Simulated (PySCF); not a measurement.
# Correlation energy of Kr⁺ (krypton, charge +1)

[Ar] 3d10 4s1 4p6, 2S determinant (an excited configuration). Computed with PySCF 2.14 in x2c-TZVPPall, with scalar relativity by spin-free X2C-1e. Frozen: [Ar] 3d10; 7 electrons correlated.

```
  level  correlation energy (mhartree)
   CCSD                        -296.46
    (T)                         -29.93
CCSD(T)                        -326.39
  CCSDT                        -323.59
```

Diagnostics: T1 = 0.013, D1 = 0.0280, largest double amplitude 0.226.

A double-excitation amplitude exceeds 0.15, a sign of near-degeneracy.

Cost of the coupled-cluster step: of the order of 1.3 core-seconds, for 7 correlated electrons.
